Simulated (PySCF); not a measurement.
Y(Cl)3 cation (Cl₃Y), SMILES [Cl][Y]([Cl])[Cl] (connectivity only; charge and spin as stated), charge +1, multiplicity 2.

Coordinates come from a PBE0-D3(BJ)/def2-SVP optimisation. The geometry has at least one imaginary mode, so it is a saddle point at that level. The multiplicity is an assumed one; other spin states were not compared. The isomer is the one that the SMILES or the coordinates give; other isomers of the formula were not compared. The def2 effective core potentials stand for the cores of Y; spin–orbit coupling is left out.

Level of theory: PBE0-D3(BJ)/def2-SVP (PySCF).

Frequencies are harmonic and unscaled.

Modes within 1.5 cm⁻¹ of each other (mostly degenerate sets) share a row, with their intensities summed.

```tsv
mode	ν (cm⁻¹)	IR (km/mol)	moving atoms (share of kinetic energy)
1–2	79i	22.1	Cl 79 %, Y 21 %
3	58	10.1	Cl 69 %, Y 31 %
4–5	215	150.0	Cl 77 %, Y 23 %
6	358	21.8	Cl 77 %, Y 23 %
```
